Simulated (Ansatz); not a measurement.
`NC(F)([SiH3])BO` at its PBE0-D4/def2-TZVP geometry, where that method's forces vanish. Total charge 0; spin multiplicity 1.

```xyz
13

N    -1.5071   -0.4373   -0.5989
C    -0.3539    0.2687   -0.1933
F    -0.5472    1.6850   -0.2229
Si   -0.0441   -0.1390    1.6588
B     0.9359   -0.1314   -1.0014
O     1.7948    0.8362   -1.3772
H    -1.7316   -0.3339   -1.5792
H    -2.3233   -0.2355   -0.0375
H     0.4271   -1.5387    1.8155
H    -1.3527    0.0263    2.3471
H     0.9599    0.7914    2.2304
H     1.1668   -1.2896   -1.2198
H     2.5755    0.4978   -1.8217
```

(1) What forces (eV/Å) does PBE-D4/def2-TZVPP give on these atoms in the Gaussian-basis code of Ansatz? (Estimate.)

Results:

(1) The calculation gave: 
```
N1   0.065 -0.296  0.057
C2   0.165 -0.406 -0.086
F3  -0.078  0.797  0.024
Si4  0.063 -0.045  0.029
B5  -0.207 -0.346  0.133
O6  -0.040  0.558  0.066
H7  -0.084  0.012 -0.344
H8  -0.299  0.053  0.194
H9   0.048 -0.146  0.038
H10 -0.142  0.019  0.070
H11  0.100  0.098  0.067
H12  0.034 -0.132 -0.030
H13  0.375 -0.167 -0.217
```
